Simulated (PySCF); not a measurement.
# Electron correlation in Cd²⁺ (cadmium, charge +2)

[Kr] 4d10, closed-shell 1S. Calculation: PySCF 2.14, in aug-cc-pVTZ-PP with ECP28MDF (6s6p5d3f2g, 88 functions); a scalar-relativistic core potential. Frozen: 4s2 4p6; 10 electrons correlated.

```tsv
level	correlation energy (mhartree)
CCSD	-347.36
(T)	-10.10
CCSD(T)	-357.46
```

Diagnostics: T1 = 0.00083, D1 = 0.0012, largest double amplitude 0.015.

Cost of the coupled-cluster step: about 7 core-seconds, for 10 correlated electrons.

Iterations:

```
CC2 = 0
CCSD nocc = 5, nmo = 84
frozen orbitals [0, 1, 2, 3]
max_cycle = 100
direct = 0
conv_tol = 1e-08
conv_tol_normt = 1e-06
diis_space = 8
diis_start_cycle = 0
Init t2, MP2 energy = -166.368093739468  E_corr(MP2) -0.370717257699024
Init E_corr(CCSD) = -0.370717257699496
cycle = 1  E_corr(CCSD) = -0.344340743183323  dE = 0.0263765145  norm(t1,t2) = 0.0123824
cycle = 2  E_corr(CCSD) = -0.347527382325788  dE = -0.00318663914  norm(t1,t2) = 0.00257137
cycle = 3  E_corr(CCSD) = -0.347320587050791  dE = 0.000206795275  norm(t1,t2) = 0.000471038
cycle = 4  E_corr(CCSD) = -0.347348585292921  dE = -2.79982421e-05  norm(t1,t2) = 0.00014205
cycle = 5  E_corr(CCSD) = -0.347359392079031  dE = -1.08067861e-05  norm(t1,t2) = 2.01434e-05
cycle = 6  E_corr(CCSD) = -0.347357209921946  dE = 2.18215709e-06  norm(t1,t2) = 3.77101e-06
cycle = 7  E_corr(CCSD) = -0.347357172567206  dE = 3.73547402e-08  norm(t1,t2) = 3.23437e-07
cycle = 8  E_corr(CCSD) = -0.347357192924836  dE = -2.03576296e-08  norm(t1,t2) = 5.4129e-08
cycle = 9  E_corr(CCSD) = -0.347357193212654  dE = -2.87818325e-10  norm(t1,t2) = 7.98066e-09
CCSD converged
E(CCSD) = -166.344733674982  E_corr = -0.3473571932126541
CCSD(T) correction = -0.0101048599707262
```
